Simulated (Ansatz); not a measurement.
Total energies of Si24H30, a nanocrystal cut from hexagonal silicon from Ansatz at PBE0-D4/def2-SVP, gas phase (1 Eh = 27.2114 eV = 2625.5 kJ/mol). The reference geometry is relaxed at PBE-D4/def2-SVP.

Cartesian coordinates in Å:
```
Si 1.9885 1.4704 3.6550
Si 0.3954 3.2114 3.8754
Si 3.1306 -1.5676 1.5575
Si 2.0571 -3.6607 1.6431
Si 1.5291 0.1597 1.7592
Si -0.6344 -0.7341 1.9645
Si -1.1686 3.0909 2.1199
Si -2.2386 0.9963 2.1768
Si 0.5048 -3.7968 -0.1214
Si -1.0911 -2.0645 0.0822
Si -3.2476 -2.9730 0.2998
Si -3.8083 0.8504 0.4304
Si -4.8639 -1.2524 0.5116
Si 4.2712 -1.3594 -0.4911
Si 1.5541 1.5394 -0.1427
Si -0.0431 3.2772 0.0622
Si 2.7142 -1.5015 -2.2509
Si 1.6408 -3.5951 -2.1732
Si 1.1145 0.2268 -2.0416
Si -1.0456 -0.6676 -1.8067
Si -1.5870 3.1580 -1.7091
Si -2.6518 1.0625 -1.6075
Si 1.1593 1.6051 -3.9446
Si -0.4372 3.3466 -3.7548
H 1.9619 0.5937 4.8828
H 3.3736 2.0562 3.5314
H -0.3146 3.0848 5.2008
H 1.0959 4.5474 3.8447
H 4.1132 -1.4527 2.7003
H 1.3455 -3.8170 2.9643
H 3.0760 -4.7675 1.5186
H -0.6917 -1.5993 3.2020
H -2.2010 4.1883 2.2314
H -2.9428 0.8252 3.5034
H -0.2130 -5.1259 -0.0657
H -3.2904 -3.8679 1.5139
H -3.5553 -3.8179 -0.9119
H -4.8127 1.9715 0.5596
H -5.5974 -1.4042 1.8214
H -5.8721 -1.3622 -0.6056
H 5.2988 -2.4575 -0.6221
H 4.9857 -0.0317 -0.5463
H 2.9253 2.1587 -0.2813
H 0.6890 4.5984 0.0052
H 3.4267 -1.3443 -3.5746
H 2.6600 -4.7005 -2.3079
H 0.6611 -3.7112 -3.3147
H -1.3717 -1.4891 -3.0322
H -2.6152 4.2545 -1.5571
H -3.6259 0.9354 -2.7563
H 2.5406 2.1917 -4.1023
H 0.8651 0.7723 -5.1680
H 0.2590 4.6833 -3.8276
H -1.4159 3.2651 -4.9003
```

```
                 state   geometry  energy (Eh)
      charge 0 singlet  reference  -6961.27459
      charge 1 doublet  reference  -6960.97985
     charge -1 doublet  reference  -6961.30482
free Si atom (triplet)          –   -289.15194
 free H atom (doublet)          –     -0.50029
```

Single mean-field runs in def2-SVP are fitted with def2-universal-jkfit.

(1) Work out the vertical ionisation energy to the doublet.

(2) Work out the vertical electron affinity, to the doublet.

(3) Give the fundamental gap IE − EA, the Mulliken electronegativity (IE + EA)/2 and the hardness (IE − EA)/2.

(4) What is the binding energy per atom against free atoms?

(1) E(charge 1 doublet) − E(charge 0 singlet) = -6960.97985 − (-6961.27459) = 0.29474 Eh = 8.02 eV. For comparison, −ε of the highest occupied level is 6.99 eV at this level, 1.03 eV less.

(2) E(charge 0 singlet) − E(charge -1 doublet) = -6961.27459 − (-6961.30482) = 0.03023 Eh = 0.82 eV. The basis lacks diffuse functions, which makes affinities too small.

(3) From the values in Eh: IE − EA = 0.29474 − 0.03023 = 0.26451 Eh = 7.20 eV; (IE + EA)/2 = 4.42 eV; (IE − EA)/2 = 3.60 eV. The HOMO–LUMO gap of the same run is 5.35 eV, 1.85 eV smaller than the fundamental gap.

(4) Atoms: 24 × (-289.15194) + 30 × (-0.50029) = -6954.65526 Eh. Binding: -6954.65526 − (-6961.27459) = 6.61933 Eh = 180.12 eV, or 3.34 eV for each of 54 atoms (no zero-point energy, no counterpoise term).

At PBE0-D4/def2-SVP the highest occupied level of the charge -1 doublet lies above zero (up to 0.15 eV). By energy differences its removal costs 0.82 eV (vertical, to the charge 0 singlet, at PBE0-D4/def2-SVP); self-interaction error and the lack of diffuse functions both raise the level.
